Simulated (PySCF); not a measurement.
Ti(F)4 cation (F4Ti), SMILES [F][Ti]([F])([F])[F] (connectivity only; charge and spin as stated), charge +1, multiplicity 2.

Geometry: TPSSh-D3(BJ)/def2-SVP. The spin state was assumed, not searched. The isomer is the one that the SMILES or the coordinates give; other isomers of the formula were not compared.

Level of theory: M06-2X/def2-TZVP (PySCF).

The molecule is in vacuum.

Problem. Estimate the frontier levels, dipole moment and polarisability. (Estimate from the structure and the level; the computed values follow.)

Solution. 
- α spin, highest occupied and lowest empty level: -21.61 and -10.19 eV
- β spin, highest occupied and lowest empty level: -21.22 and -13.74 eV
- dipole moment about the centre of nuclear charge: 0.19 D
- mean static polarisability: 34.0 bohr³ (5.04 Å³)
- polarisability, principal values: 28.4, 30.9, 42.7 bohr³
- ⟨S²⟩: 0.773 (pure state 0.75)
